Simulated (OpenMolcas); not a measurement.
## Ce3+ in octahedral coordination: ligands and hosts compared

```json
{"Program": "OpenMolcas 26.06", "Method": "CASSCF", "Active space": "1 electron in 7 orbitals (4f)", "Spin-orbit coupling": "RASSI with atomic mean-field integrals over the reference wave functions"}
```

Distances were set from a Shannon-type radius of the metal (high-spin where two are listed) plus a fixed donor radius (Br 1.91, H2O 1.36, O 1.38, F 1.31 Å), in hosts weighted 0.65 to 0.35 with the host's distance in the model lattice. Anionic complexes are neutralised by point charges, and hosts are embedded clusters. Ligand basis ANO-RCC-VDZP. States (labels of the rotation group of each site). Energies in cm-1 above the lowest state or level, χT in cm3 K/mol.

```
Ligand or host  R (Å)   Metal basis  Outer charge (e at Å behind ligand)  Ground state  First state of that spin  First gap with spin-orbit (degeneracies)  Width of lowest J  χT at 300 K
            Br   2.92  ANO-RCC-VDZP                           0.5 at 2.6           2A2                 2T2 190.1                              343.0 (2, 4)                343        0.698
     Cs2NaYBr6  2.866  ANO-RCC-VDZP                                                2A2                 2T2 268.0                              443.9 (2, 4)                444        0.639
           H2O   2.37  ANO-RCC-VDZP                                                2A2                 2T2 401.6                              790.5 (2, 4)                790        0.464
             O   2.39  ANO-RCC-VDZP                           1.5 at 2.6           2A2                 2T2 702.5                              798.5 (2, 4)                799        0.458
             F   2.32  ANO-RCC-VDZP                           0.5 at 2.8           2A2                 2T2 633.0                              913.6 (2, 4)                914        0.419
        CsCaF3    2.3  ANO-RCC-VDZP                                                2A2                 2T2 679.8                               1020 (2, 4)               1020        0.386
      Cs2NaYF6   2.27  ANO-RCC-VDZP                                                2A2                 2T2 790.9                               1131 (2, 4)               1131        0.354
         KCdF3  2.261  ANO-RCC-VDZP                                                2A2                 2T2 784.5                               1144 (2, 4)               1144        0.351
           SrO  2.457  ANO-RCC-VDZP                                                2A2                 2T2 943.6                               1192 (2, 4)               1192        0.337
```

The rows also differ in their outer charges, so part of each step comes from that.

The width of the lowest J multiplet rises in the order Br < Cs2NaYBr6 < H2O < O < F < CsCaF3 < Cs2NaYF6 < KCdF3 < SrO, by a factor of 3.48 from first to last.

The oxide ions are held by bare point charges, a crude embedding (holds for O). No measured value stands beside these numbers; the geometry was imposed, not optimised, and the real ion may take another.
